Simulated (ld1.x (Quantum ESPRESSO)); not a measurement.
Before and after: ultrasoft potential for germanium

germanium, ultrasoft, made with ld1.x (Quantum ESPRESSO) 7.5 (PBE, non-relativistic). Core [Ar] 3d10, reference 4s2 4p2. Waves: 4s (bound): rcut 1.30, rcutus 1.80 bohr; 4s channel at 0.25 Ry: rcut 1.30, rcutus 1.80 bohr; 4p (bound): rcut 1.65, rcutus 2.10 bohr; 4p channel at 1.4 Ry: rcut 1.65, rcutus 2.10 bohr; 4d channel at 0.35 Ry: rcut 1.80, rcutus 2.05 bohr; 4d channel at 2.35 Ry: rcut 1.80, rcutus 2.05 bohr. Local part: all-electron potential smoothed inside 1.40 bohr (lloc = -2). Core correction: a·sin(br)/r model core inside 1.15 bohr. Augmentation charge: PSQ, radius 1.40 bohr.

All-electron outer shells of the reference configuration (PBE, non-relativistic, ld1.x):

```json
{"shell": "3d", "level (eV)": "-30.15", "outermost node (bohr)": "–", "outermost maximum (bohr)": "0.50"}
{"shell": "4s", "level (eV)": "-11.40", "outermost node (bohr)": "0.78", "outermost maximum (bohr)": "1.77"}
{"shell": "4p", "level (eV)": "-3.93", "outermost node (bohr)": "0.83", "outermost maximum (bohr)": "2.22"}
```

Change: core [Ar], valence charge 14; reference 3d10 4s2 4p2; waves now 4s (bound): rcut 1.70, rcutus 1.90 bohr; 4s channel at 0.25 Ry: rcut 1.70, rcutus 1.90 bohr; 4p (bound): rcut 1.80, rcutus 2.10 bohr; 4p channel at 1.4 Ry: rcut 1.80, rcutus 2.10 bohr; 3d (bound): rcut 1.00, rcutus 1.25 bohr; 3d channel at 2.35 Ry: rcut 1.00, rcutus 1.25 bohr; 4f channel at 0.1 Ry: rcut 1.85, rcutus 2.40 bohr; local potential all-electron potential smoothed inside 2.35 bohr (lloc = -1); core correction none; augmentation PSQ, radius 0.90 bohr.

Cutoffs: the cutoffs (Ry, on a coarse ladder) from which the occupation-weighted sum of valence levels, in a spherical-Bessel basis at the reference potential, stays within 10 and 1 mRy of its value at 400 Ry; they do not see the model core or the augmentation charge, which bear on the density cutoff. Errors are all-electron minus pseudo energies relative to the spin-unpolarised reference configuration.

**Question.** What does the change do?

**Answer.** The potential gets harder (10 Ry and 15 Ry → 80 Ry and 160 Ry); the number of tests with a reliable result goes from 7 to 2 (the test run of the changed file stopped, so its transferability is not established); neither file shows a bound ghost. The added semicore shells are compact, so their waves need more plane waves. Several settings change at once here, so the effects cannot be laid on one of them.

| quantity | base | changed |
| --- | --- | --- |
| cutoff, loose | 10 Ry | 80 Ry |
| cutoff, tight | 15 Ry | 160 Ry |
| bound ghosts | none | none |
| tests with a reliable result | 7 of 7 | 2 of 7 (the test run stopped) |
| lowest overlap eigenvalue by channel | s 0.41, p 0.63, d 0.92 | s 0.40, p 0.66, d 0.14, f 0.77 |
